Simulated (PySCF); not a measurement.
A side-by-side comparison of computed properties.

First species: Ge(CN)2H2, C2H2GeN2.
Bonds: Ge1–C2, Ge1–C4, C2–N3, C4–N5. Hydrogens: H6, H7 on Ge1.

Second species: C4H4FNOSe.
SMILES: `Fc1c(n[se]c1)OC`

Levels: CAM-B3LYP/def2-SVPD for dipole moment, HOMO energy, LUMO energy, HOMO–LUMO gap, static isotropic polarisability and electronic spatial extent ⟨r²⟩ about the centre of nuclear charge; TDDFT CAM-B3LYP/def2-SVPD for lowest singlet excitation; TDA CAM-B3LYP/def2-SVPD for lowest triplet excitation (Tamm–Dancoff); PBE0-D3(BJ)/def2-SVP for rotational constant A and rotational constant C. Geometries: PBE0-D3(BJ)/def2-SVP. Each structure is a single optimised conformer of the isolated species, non-relativistic unless stated; the electronic structure was computed with PySCF and density fitting.

Dipoles, sizes and rotational constants follow the conformer. The torsions of the flexible species, by atom-mapped SMILES:
- `[CH3:1][O:2][c:3]1[n:4][se:5][cH:6][c:7]1[F:8]`: C1–O2–C3–N4 0°

```csv
property,column X,column Y
dipole moment,0.82 D,4.27 D
HOMO energy,-7.94 eV,-11.62 eV
LUMO energy,0.01 eV,-0.25 eV
HOMO–LUMO gap,7.95 eV,11.37 eV
lowest singlet excitation,4.55 eV,7.03 eV
lowest triplet excitation (Tamm–Dancoff),3.66 eV,5.80 eV
static isotropic polarisability,82.3 au,57.0 au
electronic spatial extent ⟨r²⟩ about the centre of nuclear charge,1342 bohr²,665 bohr²
rotational constant A,2.300 GHz,6.101 GHz
rotational constant C,0.754 GHz,1.641 GHz
```

(1) Which column belongs to which species?

(2) How does each property change from the first species to the second?

## Answers

(1) Column X is the second species and column Y the first. The first has 7 atoms and 60 electrons, the second 12 and 86.

(2) dipole moment -3.45 D; HOMO energy +3.68 eV; LUMO energy +0.26 eV; HOMO–LUMO gap -3.42 eV; lowest singlet excitation -2.48 eV; lowest triplet excitation (Tamm–Dancoff) -2.14 eV; static isotropic polarisability +25.3 au; electronic spatial extent ⟨r²⟩ about the centre of nuclear charge +677 bohr²; rotational constant A -3.801 GHz; rotational constant C -0.887 GHz.

On the first: The vertical singlet–triplet gap S1 − T1 is 1.23 eV (TDDFT singlet less Tamm–Dancoff triplet; S1: HOMO→LUMO, weight 0.44; T1: HOMO→LUMO+1, weight 0.25, beside HOMO−2→LUMO, weight 0.19). The polarisability is 8.45 Å³ as a volume (1 au = 0.148185 Å³), or 0.95 au for each of the 60 electrons. Relativistic effects, spin–orbit coupling among them, are left out although an element past zinc is present.

On the second: The dipole matches unit charges of opposite sign 0.17 Å apart (1 e·Å = 4.8032 D). No computed singlet falls in the visible range (750 to 380 nm, 1.65 to 3.26 eV); S1 lies 1.29 eV above its blue end. The calculation is non-relativistic and has no spin–orbit coupling, an omission that weighs most on selenium.
